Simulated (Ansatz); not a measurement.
One change: `[CH3][AlH][C](=N)[SeH]` becomes `[CH3][AlH][C](=N)O`.

Ansatz, PBE0-D4/def2-TZVP geometries, multiplicity 1. Each molecule was computed in one conformer, which needn't be the lowest.

Scalar relativity is left out up to krypton.

| property | `[CH3][AlH][C](=N)[SeH]` |
| --- | --- |
| LUMO energy (PBE/def2-TZVPP) / eV | -2.62 |
| HOMO energy (PBE/def2-TZVPP) / eV | -5.63 |
| HOMO–LUMO gap (ωB97M-V/def2-TZVPP) / eV | 8.93 |
| LUMO energy (ωB97M-V/def2-TZVPP) / eV | -0.05 |
| HOMO energy (ωB97M-V/def2-TZVPP) / eV | -8.98 |
| HOMO–LUMO gap (PBE0/def2-TZVPP) / eV | 5.06 |

Q: Give the same properties after the change, and the shifts. (Best estimate.)

A: Computed: 
| property | `[CH3][AlH][C](=N)O` | shift |
| --- | --- | --- |
| LUMO energy (PBE/def2-TZVPP) / eV | -2.51 | 0.11 |
| HOMO energy (PBE/def2-TZVPP) / eV | -5.90 | -0.27 |
| HOMO–LUMO gap (ωB97M-V/def2-TZVPP) / eV | 9.55 | 0.62 |
| LUMO energy (ωB97M-V/def2-TZVPP) / eV | -0.04 | 0.01 |
| HOMO energy (ωB97M-V/def2-TZVPP) / eV | -9.59 | -0.61 |
| HOMO–LUMO gap (PBE0/def2-TZVPP) / eV | 5.56 | 0.50 |

With PBE0 the HOMO falls by 0.41 eV and the LUMO rises by 0.08 eV, so the gap widens by about 0.49 eV. PBE moves the HOMO by -0.27 eV and ωB97M-V by -0.61 eV.

Spin–orbit coupling is left out; it splits and shifts lone-pair levels of the heavy atoms by tenths of an eV.
